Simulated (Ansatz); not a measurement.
One geometry of C$_{9}$H$_{12}$O$_{4}$, SMILES `CC(C)(C)OC(=O)Oc1ccco1`, several functionals.

```yaml
crystal:
  periodic: [false, false, false]
  atoms:
    - {symbol: C, position_ang: [-2.614251, -1.223931, 1.631513]}
    - {symbol: C, position_ang: [-1.120741, -1.015210, 1.471539]}
    - {symbol: C, position_ang: [-0.408221, -2.342342, 1.283911]}
    - {symbol: C, position_ang: [-0.560724, -0.216370, 2.634418]}
    - {symbol: O, position_ang: [-1.041545, -0.226975, 0.240148]}
    - {symbol: C, position_ang: [0.127917, 0.154381, -0.229018]}
    - {symbol: O, position_ang: [1.219816, -0.051008, 0.215980]}
    - {symbol: O, position_ang: [-0.134080, 0.852268, -1.356474]}
    - {symbol: C, position_ang: [0.882461, 1.378680, -2.070524]}
    - {symbol: C, position_ang: [2.233439, 1.418976, -1.986936]}
    - {symbol: C, position_ang: [2.640673, 2.177025, -3.129878]}
    - {symbol: C, position_ang: [1.516838, 2.521459, -3.792595]}
    - {symbol: O, position_ang: [0.423891, 2.032329, -3.144514]}
    - {symbol: H, position_ang: [-3.128944, -0.265629, 1.719145]}
    - {symbol: H, position_ang: [-3.021802, -1.758926, 0.772095]}
    - {symbol: H, position_ang: [-2.811010, -1.808816, 2.531492]}
    - {symbol: H, position_ang: [0.665591, -2.206139, 1.167926]}
    - {symbol: H, position_ang: [-0.586748, -2.970185, 2.159267]}
    - {symbol: H, position_ang: [-0.799838, -2.863403, 0.407657]}
    - {symbol: H, position_ang: [-0.744838, -0.760580, 3.563025]}
    - {symbol: H, position_ang: [-1.059455, 0.752622, 2.705045]}
    - {symbol: H, position_ang: [0.511574, -0.059338, 2.531389]}
    - {symbol: H, position_ang: [2.842928, 0.973922, -1.223149]}
    - {symbol: H, position_ang: [3.651095, 2.427057, -3.411398]}
    - {symbol: H, position_ang: [1.315966, 3.080123, -4.690055]}
basis:
  gaussian: {orbitals: def2-TZVPP}
hamiltonian: {xc: {name: PBE-QIDH}}
```

```sh
$ ansatz run in.yaml --threads 11 --pin off --events-out ev --progress --plain --backend cuda
```

Output, abridged:

```
Functional definition: PBE-QIDH
3490 factors; integrals over basis functions are off by at most 1.1e-3 eV
mean field evaluation 1: about -17665.0576 eV, gradient 7.2e1 eV
mean field evaluation 2: about -17665.6721 eV, gradient 7.2e1 eV
mean field evaluation 4: about -17676.2617 eV, gradient 1.1e1 eV
mean field evaluation 8: about -17676.5208 eV, gradient 9.5e-1 eV
mean field evaluation 16: about -17676.5227 eV, gradient 5.6e-4 eV
mean field -17676.52273238 eV, -649.6002288376 hartree, gradient 2.8e-6 eV, S^2 0.000000; 0 other end points of the search recorded, 0 dependent functions left out
13 core orbitals not correlated: weight in the atoms' cores, before any rotation towards them, 1.000 or more for the frozen orbitals, at most 0.000 for the correlated occupied ones
reference -17676.52275064 eV, -649.6002295087 hartree; 36, 36 occupied and 522, 522 virtual orbitals, 3490 factors
second order -73.37251887 eV of doubles, -0.00000000 eV of singles
Total energy: -17700.98025693 eV, -650.4990262869 hartree
```

Run time 3.6 s (11 threads of an AMD EPYC 7R13 on a shared host and a whole NVIDIA H100 80 GB); peak host memory 3.3 GiB.

Changing it to `hamiltonian: {xc: {name: wB97X-V}}` (abridged; 2.8 s):

```
Functional definition: wB97X-V
mean field evaluation 16: about -17718.4696 eV, gradient 1.0e-3 eV
mean field -17718.46963115 eV, -651.1417489346 hartree, gradient 3.4e-5 eV, S^2 0.000000
Total energy: -17718.46962814 eV, -651.1417488239 hartree
```

Changing it to `hamiltonian: {xc: {name: BHLYP}, dispersion: d4}` (abridged; 2.1 s):

```
Functional definition: BHLYP
mean field evaluation 16: about -17713.5450 eV, gradient 8.3e-4 eV
mean field -17713.54495018 eV, -650.9607702470 hartree, gradient 5.6e-5 eV, S^2 0.000000
Total energy: -17714.29303913 eV, -650.9882620089 hartree
```

With the line `hamiltonian: {xc: {name: CAM-B3LYP}, dispersion: d4}` (abridged; 3.3 s):

```
Functional definition: CAM-B3LYP
mean field evaluation 16: about -17715.8458 eV, gradient 1.3e-3 eV
mean field -17715.84576330 eV, -651.0453235699 hartree, gradient 2.4e-5 eV, S^2 0.000000
Total energy: -17716.42420680 eV, -651.0665809763 hartree
```

With the line `hamiltonian: {xc: hse06, dispersion: d4}` (abridged; 2.1 s):

```
Functional definition: HSE06
mean field evaluation 16: about -17702.7088 eV, gradient 7.0e-4 eV
mean field -17702.70884529 eV, -650.5625507373 hartree, gradient 3.4e-5 eV, S^2 0.000000
Total energy: -17703.24307527 eV, -650.5821833269 hartree
```

The same input with `hamiltonian: {xc: {name: B3LYP}, dispersion: d4}` and forces (abridged; 3.1 s):

```
Functional definition: B3LYP
mean field evaluation 16: about -17723.7290 eV, gradient 1.8e-2 eV
mean field -17723.72902303 eV, -651.3350280212 hartree, gradient 3.9e-5 eV, S^2 0.000000
Total energy: -17724.79966504 eV, -651.3743733894 hartree
Atom 0 force    -0.240096    -0.037361     0.032193 eV/Å
Atom 1 force    -0.065522    -0.106394     0.160387 eV/Å
Atom 2 force     0.129255    -0.212706    -0.025142 eV/Å
Atom 3 force     0.105764     0.124545     0.192119 eV/Å
Atom 4 force    -0.191899     0.044436    -0.092333 eV/Å
Atom 5 force    -0.030041     0.013927    -0.028242 eV/Å
Atom 6 force     0.282031    -0.056962     0.122591 eV/Å
Atom 7 force    -0.177439     0.038240    -0.079519 eV/Å
Atom 8 force     0.102625    -0.068633     0.118821 eV/Å
Atom 9 force     0.151292    -0.095887     0.170827 eV/Å
Atom 10 force     0.239266     0.059050    -0.072493 eV/Å
Atom 11 force     0.143313     0.259438    -0.384713 eV/Å
Atom 12 force    -0.321367     0.052273    -0.121318 eV/Å
Atom 13 force     0.014006    -0.058688    -0.005285 eV/Å
Atom 14 force     0.007620     0.031048     0.051095 eV/Å
Atom 15 force    -0.009850     0.030500    -0.049561 eV/Å
Atom 16 force    -0.075850    -0.036455     0.007876 eV/Å
Atom 17 force     0.019119     0.018941    -0.052424 eV/Å
Atom 18 force     0.032672     0.017711     0.046068 eV/Å
Atom 19 force     0.017389     0.041409    -0.039228 eV/Å
Atom 20 force     0.037238    -0.045322     0.005623 eV/Å
Atom 21 force    -0.078356     0.000807     0.030713 eV/Å
Atom 22 force    -0.046348     0.044914    -0.074985 eV/Å
Atom 23 force    -0.070671    -0.017407     0.018689 eV/Å
Atom 24 force     0.025849    -0.041423     0.068239 eV/Å
Dipole moment:    -0.119128    -0.173211     0.258997 e Å
```

HSE06 is the plane-wave form, built on full-range PBE exchange.

B3LYP takes the VWN-RPA correlation (the form of Gaussian; ORCA's B3LYP/G).
